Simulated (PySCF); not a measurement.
CH3Si, SMILES [Si]C (connectivity only; charge and spin as stated), charge +1, multiplicity 1.

The structure is a stationary point at r2SCAN-D4/def2-TZVP. The spin state was assumed, not searched. The isomer is the one that the SMILES or the coordinates give; other isomers of the formula were not compared.

Calculation: PySCF with SMD-PBE0/def2-SVP.

Solvation free energies are E(SMD) − E(gas) at the gas-phase geometry, for 1 M in both phases.

```tsv
solvent	ΔG(solv) (kcal/mol)	its non-electrostatic (CDS) part
water	-63.7	1.3
n-hexane	…	…
2-propanol	-63.1	-0.7
```

**Question.** Some entries are withheld; supply them. (Estimate from the structure and the level; the computed values follow.)

**Answer.** 
- n-hexane, ΔG(solv) (kcal/mol): -31.8
- n-hexane, its non-electrostatic (CDS) part: -1.1
